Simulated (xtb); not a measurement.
C4H10OSi, SMILES C/C=C/OC[SiH3]. All values are semi-empirical tight-binding results from xtb (GFN2-xTB unless named), good for trends rather than for accurate numbers. Geometry optimised at GFN2-xTB. The structure was generated by enumeration; whether it is a known compound was not checked. One conformer was computed; it need not be the lowest.

Optimised geometry:

```xyz
16

C      3.6023    -0.3408    -0.3895
C      2.2527    -0.3172     0.2469
C      1.1329    -0.0641    -0.4139
O     -0.0861    -0.0418     0.1965
C     -1.1996     0.2073    -0.6429
Si    -2.6941     0.2491     0.5402
H      4.0662    -1.3188    -0.2612
H      4.2551     0.3970     0.0770
H      3.5341    -0.1238    -1.4528
H      2.2057    -0.5189     1.3066
H      1.1315     0.1436    -1.4801
H     -1.0678     1.1557    -1.1792
H     -1.2880    -0.5816    -1.4009
H     -2.7804    -1.0434     1.2147
H     -3.8947     0.4958    -0.2637
H     -2.4851     1.3297     1.5006
```
Charge 0, spin multiplicity 1.

Q: Estimate the properties. (Estimate from the structure and the level; the computed values follow.)

A: 
```yaml
orbital_gap: 4.81 eV
dipole_moment: 1.14 D
zero_point_energy: 77.5 kcal/mol
G − E(el) at 298.15 K (modified RRHO): 56.2 kcal/mol
static polarisability (D4 model): 83.9 bohr³
solvation energy, GFN2-xTB/ALPB(water): -0.8 kcal/mol
solvation energy, GFN2-xTB/ALPB(benzene): -5.1 kcal/mol
```

Q: Give the atomic charges and the Wiberg bond orders between heavy atoms. (Estimate from the structure and the level; the computed values follow.)

A: charges (e) C1 -0.10, C2 -0.08, C3 0.09, O4 -0.30, C5 -0.01, Si6 0.45, H7 0.04, H8 0.04, H9 0.03, H10 0.04, H11 0.01, H12 0.00, H13 0.00, H14 -0.07, H15 -0.09, H16 -0.07. Bond orders C1–C2 1.04, C2–C3 1.84, C3–O4 1.05, O4–C5 0.98, C5–Si6 0.85.
